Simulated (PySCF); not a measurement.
3-silyloxypropanenitrile (C3H7NOSi), SMILES N#CCCO[SiH3]. Atoms are numbered in the order given.

```xyz
13

N     -0.5450    -3.6323     0.0000
C      0.0267    -2.6200     0.0000
C      0.7066    -1.3326     0.0000
C     -0.2728    -0.1562     0.0000
O      0.4896     1.0261     0.0000
Si    -0.1865     2.5577     0.0000
H      1.3586    -1.2602    -0.8865
H      1.3586    -1.2602     0.8865
H     -0.9258    -0.2180     0.8928
H     -0.9258    -0.2180    -0.8928
H     -1.0365     2.7547     1.2144
H     -1.0365     2.7547    -1.2144
H      0.9537     3.5088     0.0000
```

Geometry: r2SCAN-D4/def2-SVP. One conformer was computed; it need not be the lowest.

Method: PySCF with B3LYP/def2-TZVP.

ESP charges are fitted to the potential on shells at 1.4 to 2.0 van der Waals radii. Atomic charges (e):

```
atom  ESP fit  meta-Löwdin  Löwdin
----  -------  -----------  ------
N1      -0.47        -0.23    0.05
C2       0.35         0.10   -0.20
C3      -0.30        -0.21   -0.24
C4       0.29         0.04   -0.32
O5      -0.39        -0.62    0.06
Si6      0.36         0.76    0.20
H7       0.15         0.15    0.17
H8       0.15         0.15    0.17
H9       0.02         0.10    0.13
H10      0.02         0.10    0.13
H11     -0.07        -0.12   -0.05
H12     -0.07        -0.12   -0.05
H13     -0.04        -0.10   -0.04
```

Computed Mayer and Wiberg (Löwdin basis) orders of the bonds:
```
bond     Mayer  Wiberg
-------  -----  ------
N1–C2     3.08    3.32
C2–C3     0.95    1.31
C3–C4     0.98    1.20
C4–O5     0.98    1.50
O5–Si6    1.10    1.53
C3–H7     0.94    0.81
C3–H8     0.94    0.81
C4–H9     0.95    0.87
C4–H10    0.95    0.87
Si6–H11   0.94    0.96
Si6–H12   0.94    0.96
Si6–H13   0.95    0.97
```
